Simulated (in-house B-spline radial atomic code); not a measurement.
The numbers below are computed, except where a source is named.
Two electrons in Ge: a parabolic dot with ħω = 49.1 meV in all three directions with a doubly ionised double donor at its centre

For Ge the NSM archive of the Ioffe Institute lists m_l = 1.6 m0, m_t = 0.08 m0 and ε = 16.2; the model takes one isotropic valley with the conductivity mass 3/(1/m_l + 2/m_t) = 0.117 m0, and so misses anisotropy and the other valleys. All triplets below are those of one valley; with several valleys two electrons can form a triplet in the 1s orbital itself, at an energy set by the valley splitting. Real donors also feel a central-cell potential, which shifts the ground state; some double donors stay shallow and helium-like, others are deep centres that this model can't describe.

Effective-mass model with parabolic bands, a uniform dielectric constant, no image charges, no central-cell or spin-orbit terms. Two-electron levels come from full CI in B-splines with partial waves to l = 5 (up to 0.001 effective hartree above the limit).

What are the effective units, and what is the potential in them?

Ha* = 27211.386 meV × 0.117/16.2² = 12.13 meV and a* = 0.0529177 nm × 16.2/0.117 = 7.327 nm. The frequency is ω = 4.05 Ha*, with −2/r added.

In these units the lowest s and p orbitals lie at 0.7665 and 6.9424, and their Coulomb and exchange integrals are J_ss = 2.0764, J_sp = 1.5207 and K_sp = 0.2578. Full CI gives 3.5174 for the ground singlet, 8.9506 for the sp triplet, 9.4128 for the sp singlet and 12.0991 for the lowest triplet of two s orbitals.

What does it cost to add the second electron, to first order and exactly?

To first order E = 2ε_s + J_ss = 3.6095, so the charging energy E(2) − 2E(1) is J_ss = 25.19 meV. CI gives 3.5174 − 2 × (0.7665) = 1.9843, or 24.07 meV: relaxation and correlation lower it by 1.117 meV, 4.4 % of J_ss. The s² configuration of one-electron orbitals holds 99.3 % of the state, and the mean radius is 3.37 nm.

How far above the singlet do the triplets lie?

To first order the sp triplet lies at ε_s + ε_p + J_sp − K_sp = 8.9719, which is 65.05 meV above 2ε_s + J_ss. CI gives 8.9506 − (3.5174) = 5.4331, or 65.91 meV, 88 % of the orbital spacing of 74.92 meV. The ss triplet lies 104.1 meV up, so the lower of the two is the sp one, and its gap equals k_BT at 765 K. The sp singlet-triplet splitting is 5.607 meV, against 2K_sp = 6.255 meV.
